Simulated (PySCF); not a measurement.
**Relaxation of doublet Ti(OH)₃**

Computed with UPBE0 in PySCF with Ti def2-TZVP, O def2-TZVP, H def2-TZVP; no relativity; density-fitted integrals. A (50,194) grid was used.

A hand-made trigonal planar (heavy-atom frame) start, of C3h symmetry, held to at least that symmetry:

```xyz
7
charge 0 multiplicity 2, angstrom
Ti    0.0000    0.0000    0.0000
O     1.9900    0.0000    0.0000
O    -0.9950    1.7234    0.0000
O    -0.9950   -1.7234    0.0000
H     2.6071   -0.7354    0.0000
H    -0.6667    2.6255    0.0000
H    -1.9404   -1.8901    0.0000
```

Optimiser trace:
| step | E − E(last) (kJ/mol) | largest gradient (Eh/bohr) |
| --- | --- | --- |
| 0 | 95.72 | 0.05931 |
| 1 | 26.79 | 0.02831 |
| 2 | 5.13 | 0.01589 |
| 3 | 2.69 | 0.00340 |
| 4 | 2.35 | 0.00217 |
| 5 | 1.34 | 0.00646 |
| 6 | 0.75 | 0.00693 |
| 7 | 0.16 | 0.00277 |
| 8 | 0.03 | 0.00053 |
| 9 | 0.01 | 0.00058 |
| 10 | 0.00 | 0.00046 |
| 11 | 0.00 | 0.00004 |

It ends at C3h with O–H 0.954 Å (×3), Ti–O 1.803 Å (×3); H–O–Ti 151.3° (×3), O–Ti–O 120.0° (×3). A frequency run shows a minimum.

Final geometry:
```xyz
7
charge 0 multiplicity 2, angstrom
Ti    0.0000    0.0000    0.0000
O     1.7987   -0.1264    0.0000
O    -0.7899    1.6209    0.0000
O    -1.0088   -1.4945    0.0000
H     2.6013   -0.6414    0.0000
H    -0.7452    2.5735    0.0000
H    -1.8561   -1.9321    0.0000
```

Open d and f shells are described by one determinant, and the ground state may have another occupation or spin.
